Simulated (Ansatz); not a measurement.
**One arrangement of a pair**

The pair of Li⁺ (SMILES [Li+], atom 1) and C₂H₆ (SMILES CC, atoms 2–9), both closed shells, in one local arrangement (a lower one may exist), relaxed at PBE0-D4/def2-TZVP:

```xyz
9
angstrom
Li 0.1400 0.2443 -1.8628
C 0.2067 0.6729 0.4320
C -0.2366 -0.7228 -0.0109
H 0.4710 1.3986 -0.3621
H -0.5821 1.1615 1.0030
H 1.0962 0.6109 1.0581
H -0.4645 -1.3306 0.8638
H 0.5449 -1.2995 -0.5326
H -1.1756 -0.7353 -0.5886
```

Program: Ansatz 0.2.0. Basis: def2-TZVPPD, with def2-QZVPPD for the basis limit. Cores are frozen in the correlated methods. The outer core shell of Li, Na, Mg and K is correlated. B3LYP uses VWN-RPA correlation. Extrapolation: Hartree–Fock as exp(−7.88 √X), correlation as X^−2.97. Interaction energies count from these two fragments, frozen as in the pair, with the counterpoise correction; negative means bound.

(1) What is the interaction energy by CCSD(T) at an estimated basis limit (MP2 extrapolated from triple and quadruple zeta, plus CCSD(T) − MP2 in triple zeta)? (An estimate is asked for; the value comes from the calculation.)

(2) Which atoms make the shortest contact between the fragments?

The T1 diagnostic stays at or below 0.008.

## Answers

(1) Computed: -17.66 kcal/mol. Hartree–Fock alone gives -16.33 kcal/mol at the basis limit. It counts from the two fragments frozen as in the pair.

The same quantity by other methods in triple zeta, and each one's difference from that estimate:
```json
{"method": "PBE-D4", "E_int (kcal/mol)": "-19.56", "difference": "-1.90"}
{"method": "revPBE-D4", "E_int (kcal/mol)": "-18.29", "difference": "-0.63"}
{"method": "BLYP-D4", "E_int (kcal/mol)": "-18.58", "difference": "-0.92"}
{"method": "r2SCAN-D4", "E_int (kcal/mol)": "-17.79", "difference": "-0.13"}
{"method": "B97M-V", "E_int (kcal/mol)": "-17.49", "difference": "0.17"}
{"method": "PBE0-D4", "E_int (kcal/mol)": "-19.46", "difference": "-1.80"}
{"method": "B3LYP-D4", "E_int (kcal/mol)": "-18.90", "difference": "-1.24"}
{"method": "HSE06-D4", "E_int (kcal/mol)": "-19.46", "difference": "-1.80"}
{"method": "wB97X-V", "E_int (kcal/mol)": "-18.41", "difference": "-0.75"}
{"method": "wB97M-V", "E_int (kcal/mol)": "-18.53", "difference": "-0.87"}
{"method": "B2PLYP", "E_int (kcal/mol)": "-18.25", "difference": "-0.59"}
{"method": "HF", "E_int (kcal/mol)": "-16.05", "difference": "1.61"}
{"method": "MP2", "E_int (kcal/mol)": "-16.90", "difference": "0.76"}
{"method": "CCSD", "E_int (kcal/mol)": "-16.77", "difference": "0.89"}
{"method": "CCSD(T)", "E_int (kcal/mol)": "-16.82", "difference": "0.84"}
```
Differences are method less estimate.

(2) Li1 and H4, 1.92 Å apart.

Energy to bend the free fragments (PBE0-D4 minima) into their shapes in the pair, CCSD(T)/def2-TZVPPD: C₂H₆ 1.65 kcal/mol. This must be added to the interaction energy to get the binding energy from relaxed fragments.

Basis-set superposition shift (counterpoise-corrected less uncorrected): CCSD(T) 0.33; MP2 0.29; HF 0.01; PBE0-D4 0.03; wB97M-V 0.07 kcal/mol.

For scale, one of the runs: CCSD(T)/def2-TZVPPD, 198 basis functions, launched by `ansatz run in.yaml --threads 2 --pin off --events-out ev --progress --plain --max-ram 5222MiB`. The run took 31 s on 2 CPU threads (shared host), with 2.4 GiB of host memory at its peak.
